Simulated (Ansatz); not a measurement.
CLiN, SMILES [C]([Li])[N] (connectivity only; charge and spin as stated), neutral, multiplicity 1.

Geometry optimised at B3LYP-D3(BJ)/def2-TZVPD.

Two levels are set side by side: PBE/def2-TZVPD (Ansatz, a quantum-chemistry and plane-wave program) and CAM-B3LYP/def2-TZVPD (Ansatz). Energy differences of separate SCF runs at the same geometry; the states with an electron removed or added have multiplicity 2 and 2. Differences are taken from unrounded values.

```tsv
quantity	PBE
vertical ionisation energy (eV)	10.37
vertical electron affinity (eV)	0.72
vertical singlet–triplet gap (eV)	5.36
```

Problem. These are the PBE values. What does CAM-B3LYP give? (The exact figures need the calculation; the answer reports its results.)

Solution. 
```json
[
 {"quantity": "vertical ionisation energy (eV)", "CAM-B3LYP": "10.76", "PBE minus CAM-B3LYP": "-0.39"},
 {"quantity": "vertical electron affinity (eV)", "CAM-B3LYP": "0.72", "PBE minus CAM-B3LYP": "0.00"},
 {"quantity": "vertical singlet–triplet gap (eV)", "CAM-B3LYP": "5.80", "PBE minus CAM-B3LYP": "-0.44"}
]
```
